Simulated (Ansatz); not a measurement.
Breaking the Al1–H2 bond in AlBrH2 (SMILES [AlH2][Br]) (multiplicity 1 held, fragments rigid). Energies count from the point at 1.569 Å.
Geometry at that point (charge 0, multiplicity 1):
```xyz
4

Al    -0.8354    -1.2987     0.2064
H     -0.3244    -2.3295     1.2738
H     -2.1257    -1.4794    -0.6685
Br     0.3803     0.5912    -0.0940
```

Signs of static correlation in def2-SVP, with CASSCF(2,2), from Ansatz (a program for electronic structure) runs.

```
R (Å)  T1 of restricted CCSD  ⟨S²⟩ of UHF  largest double amplitude of restricted CCSD  weight of the CASSCF reference in MRCISD  CASSCF natural occupations
-----  ---------------------  -----------  -------------------------------------------  ----------------------------------------  --------------------------
1.256                  0.009        0.000                                        0.033                                     0.919                   1.99 0.01
1.412                  0.010        0.000                                        0.032                                     0.919                   1.98 0.02
1.569                  0.010        0.000                                        0.032                                     0.919                   1.98 0.02
1.726                  0.010        0.000                                        0.032                                     0.919                   1.97 0.03
1.883                  0.011        0.000                                        0.040                                     0.919                   1.96 0.04
2.119                  0.013        0.000                                            ?                                     0.920                   1.93 0.07
2.354                  0.016            ?                                        0.166                                     0.920                   1.89 0.11
2.746                  0.025        0.697                                        0.283                                     0.919                   1.78 0.22
3.139                  0.039        0.887                                        0.422                                     0.919                   1.61 0.39
3.610                  0.058        0.968                                        0.601                                     0.919                   1.39 0.61
4.237                  0.075        0.997                                        0.798                                     0.919                   1.19 0.81
5.022                  0.083        1.004                                        0.929                                     0.919                   1.07 0.93
```

Problem. What belongs in the gaps?

Solution. 
- 2.119, largest double amplitude of restricted CCSD: 0.100
- 2.354, ⟨S²⟩ of UHF: 0.198

Doubts at one or more of the structures used: a restricted determinant that unrestricted orbitals would lower (R-CCSD(T)/def2-SVP); other coupled-cluster roots lie near (R-CCSD(T)/def2-SVP); T1 above 0.05 (R-CCSD(T)/def2-SVP, U-CCSD(T)/def2-SVP); a spin-contaminated determinant (U-CCSD(T)/def2-SVP).
